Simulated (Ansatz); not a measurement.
Which is lower?

The two ends of one reaction step of BSiNH$_{5}$F, closed shell (PBE0-D4/def2-TZVP).

A:

```
9
angstrom
B -1.5511 -0.7740 -1.0941
Si 0.2616 1.4390 0.8833
N -0.6013 -1.5751 -1.1099
H 0.7520 -0.1186 0.2818
F -2.5333 0.0595 -1.0736
H 1.4350 0.0954 0.6918
H 1.5432 2.1076 0.4330
H 0.7393 1.1396 2.2884
H -0.0452 -2.3733 -1.3009
```

B:

B1  (-0.651, -0.186, -0.384)
Si2  (0.463, 1.060, 0.769)
N3  (-0.182, -1.416, -0.835)
H4  (0.735, -1.763, -0.619)
F5  (-1.896, 0.175, -0.737)
H6  (1.804, 0.470, 1.045)
H7  (0.668, 2.372, 0.094)
H8  (-0.204, 1.320, 2.075)
H9  (-0.738, -2.032, -1.408)
(Å)

Computed with Ansatz 0.2.0 (basis: def2-TZVPP); correlated methods freeze the cores. B3LYP uses VWN-RPA correlation.

Which structure is lower at CCSD(T), and by how much? (Judge from chemistry; the value comes from the calculation.)

Computed: B, by 4.065 eV (electronic energy, against the other). By their contacts, A is a complex of BNHF ([NH][B][F]) + SiH₂ + H₂ and B is BSiNH₅F ([NH2][B]([F])[SiH3]).

All methods give the same order:

```json
{"method": "SPW92", "E(B) − E(A) (eV)": "-3.948"}
{"method": "PBE-D4", "E(B) − E(A) (eV)": "-3.836"}
{"method": "BLYP-D4", "E(B) − E(A) (eV)": "-3.667"}
{"method": "r2SCAN-D4", "E(B) − E(A) (eV)": "-4.078"}
{"method": "B97M-V", "E(B) − E(A) (eV)": "-3.952"}
{"method": "PBE0-D4", "E(B) − E(A) (eV)": "-4.101"}
{"method": "B3LYP-D4", "E(B) − E(A) (eV)": "-3.910"}
{"method": "r2SCAN0-D4", "E(B) − E(A) (eV)": "-4.219"}
{"method": "BHLYP-D4", "E(B) − E(A) (eV)": "-4.212"}
{"method": "CAM-B3LYP-D4", "E(B) − E(A) (eV)": "-4.077"}
{"method": "wB97X-V", "E(B) − E(A) (eV)": "-4.235"}
{"method": "wB97M-V", "E(B) − E(A) (eV)": "-3.954"}
{"method": "B2PLYP", "E(B) − E(A) (eV)": "-3.990"}
{"method": "PBE-QIDH", "E(B) − E(A) (eV)": "-4.255"}
{"method": "RPA on PBE", "E(B) − E(A) (eV)": "-4.018"}
{"method": "HF", "E(B) − E(A) (eV)": "-4.443"}
{"method": "MP2", "E(B) − E(A) (eV)": "-4.074"}
{"method": "CCSD", "E(B) − E(A) (eV)": "-4.136"}
{"method": "CCSD(T)", "E(B) − E(A) (eV)": "-4.065"}
```

The T1 diagnostic stays at or below 0.014.

Labels in which every atom is bracketed show which atoms are joined, not bond orders.

For scale, one of the runs: CCSD(T)/def2-TZVPP, 205 basis functions (an equivalent command: `ansatz run in.yaml --threads 4`). Time: 43 s of wall clock on 4 CPU threads; the host was shared. Peak host memory: 2.7 GiB.
